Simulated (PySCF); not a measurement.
C3H12Si4.
Numbering: `[CH2:1]=[CH:2][Si@@H:3]1[SiH2:4][SiH2:5][Si@@H:6]1[CH3:7]`

Geometry (GFN2-xTB, Å), atoms numbered from 1 in this order:
```xyz
19
C3H12Si4 angstrom
C     -1.8734   -1.5594    0.9195
C     -1.0214   -1.0324    1.7856
Si    -0.0101    0.5204    1.4361
Si    -1.1139    2.0956    0.0629
Si     0.4466    1.7106   -1.6579
Si     1.6034    0.1743   -0.2802
C      1.6134   -1.6141   -0.9402
H     -2.0653   -1.0980   -0.0378
H     -2.4274   -2.4652    1.1170
H     -0.8764   -1.5424    2.7307
H      0.4451    0.9571    2.7710
H     -1.1616    3.4707    0.5785
H     -2.5226    1.8251   -0.2578
H      1.2070    2.8807   -2.1174
H     -0.0986    1.1746   -2.9144
H      3.0190    0.4677    0.0225
H      2.1608   -1.6994   -1.8746
H      2.0670   -2.2997   -0.2301
H      0.5987   -1.9571   -1.1208
```

Definitions: NICS(0) = −σiso at the ring centroid; NICS(1) = −σiso and NICS(1)zz = −σzz at ±1 Å along the ring normal z. Level: GIAO PBE0/pcSseg-1 (PySCF, non-relativistic, gas phase) on the GFN2-xTB geometry, one conformer.

Ring bond lengths (Å), with Mayer bond orders in brackets: Si3–Si4 2.363 (0.89), Si4–Si5 2.355 (0.88), Si5–Si6 2.366 (0.87), Si6–Si3 2.381 (0.84).

Task: Give the NICS values of each ring in ppm.

Result: 
```tsv
ring	type	NICS(0)	NICS(1), two faces	NICS(1)zz, two faces	rms pucker (Å)	centre to ring atoms, mean (Å)
Si3–Si4–Si5–Si6	4-membered ring with 4 Si; formal bonds all single	3.3	-0.6 / 0.1	6.1 / 7.6	0.01	1.67
```

Task: What do they say, and how far can they be read as aromaticity?

Result: 
- Si3–Si4–Si5–Si6: mean NICS(1)zz 6.9 ppm, deshielded. Si3, Si4, Si5, Si6 have four or more neighbours, so the value isn't read as a sign of a π ring current.

Task: What are the shieldings of the ring atoms and their hydrogens in the same run (means over atoms taken as equivalent)?

Result: 
```csv
atoms,environment,σ isotropic (ppm),"principal values of the symmetric part, first atom (ppm)"
Si3,SiH silicon,397.0,"350.7, 401.9, 438.4"
Si4,SiH2 silicon,445.9,"400.9, 432.2, 504.6"
Si5,SiH2 silicon,445.9,"403.8, 427.5, 506.3"
Si6,SiH silicon,394.0,"335.4, 403.6, 443.1"
H11,Si–H hydrogen,26.71,"23.6, 24.7, 31.8"
H12,Si–H hydrogen,27.57,"24.3, 25.0, 33.4"
H13,Si–H hydrogen,27.61,"24.5, 25.2, 33.1"
H14,Si–H hydrogen,27.64,"24.3, 25.1, 33.5"
H15,Si–H hydrogen,27.72,"24.5, 25.5, 33.2"
H16,Si–H hydrogen,26.88,"23.9, 24.9, 31.8"
```

On one thread, Arm Neoverse V1 (aarch64), no GPU (shared host), this took 79 s of wall time (with the writing of density and orbital grids) and 1.0 GiB of memory at its peak. This is the whole shielding run at PBE0/pcSseg-1, SCF included.
